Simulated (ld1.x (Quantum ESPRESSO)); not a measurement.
H (Z = 1): variants of one PAW potential

Base potential:

ld1.x (Quantum ESPRESSO) 7.5 input, shortened:

```
&input
   title='H', zed=1., rel=1, dft='PBE', iswitch=3,
   config='1s1 2p-2'
 /
 &inputp
   pseudotype=3, lpaw=.true., tm=.true., lloc=-1, rcloc=1.15,
   nlcc=.false.,
   which_augfun='BESSEL', rmatch_augfun=0.80
 /
4
1S  1  0   1.00   0.00  1.10  1.25  0.0
1S  1  0   0.00   0.20  1.10  1.25  0.0
2P  2  1  -2.00  -0.05  1.10  1.40  0.0
2P  2  1  -2.00   2.15  1.10  1.40  0.0
 &test
   configts(1)='1s1'
 /
```

All-electron outer shells of the reference configuration (PBE, scalar-relativistic, ld1.x):

```tsv
shell	level (eV)	outermost node (bohr)	outermost maximum (bohr)
1s	-6.49	–	1.03
```

Cutoffs, loose and tight: the cutoffs (Ry, on a coarse ladder) from which the occupation-weighted sum of valence levels, in a spherical-Bessel basis at the reference potential, stays within 10 and 1 mRy of its value at 400 Ry. They do not see the model core or the augmentation charge, which bear on the density cutoff. Test errors are all-electron minus pseudo excitation energies from the reference, over the configurations 1s0.5. A dash means not determined; rows that change the core or the reference have their own tests.

Cutoffs are not given where the Bessel-basis levels miss the radial ones by over 6 mRy, ghosts where they miss by over 20 mRy; a channel whose overlap is not positive is not tested.

| change | outcome | cutoff, loose | cutoff, tight | bound ghosts |
| --- | --- | --- | --- | --- |
| base | generated | 15 Ry | 25 Ry | none |
| wave 2p channel at -0.05 Ry: rcut 1.10, rcutus 1.40 bohr becomes 2p channel at 1.41 Ry: rcut 1.10, rcutus 1.40 bohr | generated | 15 Ry | 25 Ry | none |
| augmentation BESSEL, radius 1.25 bohr | generated | 15 Ry | 25 Ry | none |
| all radii scaled by about 1.25 (s 1.56, p 1.74 bohr, rcut 1.38/1.38); local potential all-electron potential smoothed inside 1.44 bohr (lloc = -1); augmentation BESSEL, radius 1.00 bohr | generated | 10 Ry | 18 Ry | none |
| local potential all-electron potential smoothed inside 0.95 bohr (lloc = -1) | generated | 15 Ry | 25 Ry | none |

(1) What comes out with this change to the base: local potential all-electron potential smoothed inside 0.76 bohr (lloc = -1)?

(2) What comes out with this change to the base: waves 1s (bound): rcut 1.10, rcutus 1.32 bohr; 1s channel at 0.2 Ry: rcut 1.10, rcutus 1.32 bohr?

Results:

(1) outcome: generated, overlap not positive; bound ghosts: not determined (overlap not positive). A file whose overlap is not positive is unfit for use, and its test errors describe a broken file.

(2) outcome: generated; cutoff, loose: 12 Ry; cutoff, tight: 21 Ry; bound ghosts: none.
